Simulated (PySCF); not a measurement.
Sn(Br)(SiH3) (BrH3SiSn), SMILES [SiH3][Sn][Br] (connectivity only; charge and spin as stated), neutral, multiplicity 1.

Geometry optimised at B3LYP-D3(BJ)/def2-SVP. The structure was generated by enumeration; whether it is a known compound was not checked. The def2 effective core potentials stand for the cores of Sn; spin–orbit coupling is left out.

The numbers are results of CAM-B3LYP/def2-TZVPD run with PySCF, not measurements.

Symmetry labels are those of the subgroup Cs that the program uses (full group Cs).

Task: List the valence orbital energies around the gap with their symmetry. (Estimate from the structure and the level; the computed values follow.)

Result: 
```json
[
 {"orbital": "HOMO−7", "symmetry": "A'", "energy (eV)": "-16.81"},
 {"orbital": "HOMO−6", "symmetry": "A'", "energy (eV)": "-14.31"},
 {"orbital": "HOMO−5", "symmetry": "A'", "energy (eV)": "-11.23"},
 {"orbital": "HOMO−4", "symmetry": "A\"", "energy (eV)": "-11.22"},
 {"orbital": "HOMO−3", "symmetry": "A'", "energy (eV)": "-9.97"},
 {"orbital": "HOMO−2", "symmetry": "A'", "energy (eV)": "-9.64"},
 {"orbital": "HOMO−1", "symmetry": "A\"", "energy (eV)": "-9.63"},
 {"orbital": "HOMO", "symmetry": "A'", "energy (eV)": "-7.66"},
 {"orbital": "LUMO", "symmetry": "A\"", "energy (eV)": "-2.45"},
 {"orbital": "LUMO+1", "symmetry": "A'", "energy (eV)": "-0.50"},
 {"orbital": "LUMO+2", "symmetry": "A'", "energy (eV)": "0.32"},
 {"orbital": "LUMO+3", "symmetry": "A'", "energy (eV)": "0.64"}
]
```
